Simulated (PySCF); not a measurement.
**How methods differ on the excitation energy of Zn**

Zn [Ar] 3d10 4s2 (1S) → Zn [Ar] 3d10 4s1 4p1 (3P), as a difference of total energies. Computed with PySCF 2.14 in ANO-RCC-VTZP (6s5p3d2f1g, 59 functions), with the spin-free X2C one-electron Hamiltonian (Gaussian nucleus). Correlated levels: valence: [Ar] frozen. The calculations carry no spin-orbit coupling.

```json
{"method": "UHF", "excitation energy (eV)": "2.747", "error (eV)": "-1.307"}
{"method": "MP2 (valence)", "excitation energy (eV)": "3.870", "error (eV)": "-0.184"}
{"method": "SCS-MP2 (valence)", "excitation energy (eV)": "3.953", "error (eV)": "-0.101"}
{"method": "CCSD (valence)", "excitation energy (eV)": "3.928", "error (eV)": "-0.126"}
{"method": "CCSD(T) (valence)", "excitation energy (eV)": "4.034", "error (eV)": "-0.020"}
```

Reference: 4.054 eV (measured; NIST levels, between the centres of gravity of the two terms).

Errors of the correlated levels include the incompleteness of this basis and the frozen core.

The basis was made for the ground configuration and has no added diffuse functions, so the excitation energy can come out too high.
